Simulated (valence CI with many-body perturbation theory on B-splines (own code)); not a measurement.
## Level structure of Ru3+

Computed by relativistic CI+MBPT: five valence electrons over a frozen Dirac-Fock core [Kr], radial functions for each j: 7 s, 7 p, 8 d, 6 f, 4 g, 1 h, with the one-electron correlation potential Σ1, the two-electron term Σ2, the three-electron term Σ3, Breit, model QED; selected CI, second order for the rest, scaled by the run's own slope (own B-spline code, finite nucleus).

No measured levels were compared; by estimate terms of the open shell hold to 2 to 4 % of their energy, and close levels can change places; different configurations can be misplaced against each other by 1,000 to 8,000 cm⁻¹. Among the levels kept, up to 2700 cm⁻¹ of a level comes from second order outside the variational space, and about a tenth of that is noise between levels of different J, which matters for small intervals.

Levels 181 to 219 of 219, with energies above the lowest level, 4d5 6S_5/2. "Leading %" is the weight of the configuration and term that name the level; weights of strongly mixed levels are sums over their largest components and can fall short. In the jj column 3d3/2^4 stands for four electrons in 3d with j = 3/2.

```csv
No.,Configuration,Term,J,E (cm⁻¹),Leading %,g,Leading jj
181,4d4 5p,2H°,9/2,167429,69,0.980,4d3/2 4d5/2^3 5p3/2 (40 %)
182,4d4 5p,2D°,3/2,168005,45,1.145,4d3/2 4d5/2^3 5p3/2 (43 %)
183,4d4 5p,2F°,7/2,168080,48,1.098,4d3/2^2 4d5/2^2 5p3/2 (47 %)
184,4d4 5p,2G°,9/2,168106,50,1.097,4d3/2^2 4d5/2^2 5p3/2 (38 %)
185,4d4 5p,2I°,13/2,168339,50,1.030,4d3/2 4d5/2^3 5p1/2 (53 %)
186,4d4 5p,4G°,5/2,168430,46,0.826,4d3/2 4d5/2^3 5p3/2 (41 %)
187,4d4 5p,4D°,1/2,168689,67,0.295,4d3/2 4d5/2^3 5p1/2 (44 %)
188,4d4 5p,4P°,5/2,168737,73,1.508,4d3/2 4d5/2^3 5p1/2 (26 %)
189,4d4 5p,2G°,7/2,168900,42,0.997,4d3/2^2 4d5/2^2 5p3/2 (33 %)
190,4d4 5p,4D°,3/2,168939,56,1.193,4d5/2^4 5p1/2 (22 %)
191,4d4 5p,2D°,5/2,169157,35,1.184,4d3/2^2 4d5/2^2 5p3/2 (40 %)
192,4d4 5p,2I°,11/2,169265,61,1.006,4d3/2 4d5/2^3 5p1/2 (44 %)
193,4d4 5p,4G°,9/2,169412,46,1.108,4d3/2^2 4d5/2^2 5p3/2 (43 %)
194,4d4 5p,4D°,7/2,170216,61,1.324,4d3/2 4d5/2^3 5p3/2 (38 %)
195,4d4 5p,4G°,11/2,170383,64,1.198,4d3/2 4d5/2^3 5p3/2 (69 %)
196,4d4 5p,2D°,5/2,170592,25,1.258,4d3/2^2 4d5/2^2 5p3/2 (27 %)
197,4d4 5p,2I°,13/2,170625,59,1.026,4d3/2^2 4d5/2^2 5p3/2 (51 %)
198,4d4 5p,2G°,7/2,171014,54,0.994,4d3/2^2 4d5/2^2 5p3/2 (33 %)
199,4d4 5p,4P°,3/2,171229,49,1.208,4d3/2 4d5/2^3 5p3/2 (24 %)
200,4d4 5p,2K°,15/2,171537,94,1.071,4d3/2 4d5/2^3 5p3/2 (56 %)
201,4d4 5p,2G°,9/2,171643,71,1.135,4d3/2^2 4d5/2^2 5p3/2 (32 %)
202,4d4 5p,4F°,3/2,171853,45,0.994,4d3/2 4d5/2^3 5p3/2 (42 %)
203,4d4 5p,2F°,7/2,171874,65,1.088,4d5/2^4 5p1/2 (29 %)
204,4d4 5p,2P°,1/2,172146,77,0.641,4d3/2 4d5/2^3 5p1/2 (27 %)
205,4d4 5p,4P°,1/2,172287,91,2.523,4d3/2 4d5/2^3 5p3/2 (55 %)
206,4d4 5p,4F°,5/2,172476,58,1.144,4d3/2^2 4d5/2^2 5p3/2 (28 %)
207,4d4 5p,2P°,3/2,172502,71,1.262,4d3/2 4d5/2^3 5p3/2 (38 %)
208,4d4 5p,2H°,9/2,172747,40,1.116,4d3/2^2 4d5/2^2 5p3/2 (23 %)
209,4d4 5p,4F°,7/2,172832,61,1.267,4d3/2^2 4d5/2^2 5p3/2 (30 %)
210,4d4 5p,2H°,11/2,172912,93,1.091,4d3/2^2 4d5/2^2 5p3/2 (54 %)
211,4d4 5p,4F°,9/2,173290,43,1.150,4d3/2 4d5/2^3 5p3/2 (43 %)
212,4d4 5p,2F°,5/2,174107,72,0.915,4d5/2^4 5p3/2 (36 %)
213,4d4 5s,2S,1/2,174287,96,2.001,4d3/2^2 4d5/2^2 5s (62 %)
214,4d4 5p,2G°,7/2,174871,62,0.980,4d3/2^2 4d5/2^2 5p3/2 (30 %)
215,4d4 5p,2D°,3/2,175262,46,1.062,4d3/2^2 4d5/2^2 5p1/2 (23 %)
216,4d4 5p,2H°,9/2,175632,78,0.950,4d3/2 4d5/2^3 5p3/2 (44 %)
217,4d4 5p,2H°,11/2,175714,83,1.081,4d3/2 4d5/2^3 5p3/2 (49 %)
218,4d4 5p,2F°,5/2,175749,75,0.932,4d3/2 4d5/2^3 5p3/2 (31 %)
219,4d4 5p,2F°,7/2,175839,60,1.083,4d3/2 4d5/2^3 5p3/2 (25 %)
```

Names give the largest LS component (configuration and term), which can be under half, so a name can repeat, a term be missing and a line seem to break the LS rules; names also repeat where a configuration has a term twice.

Where two levels of one J and parity lie close, their mixing, g and order are uncertain.
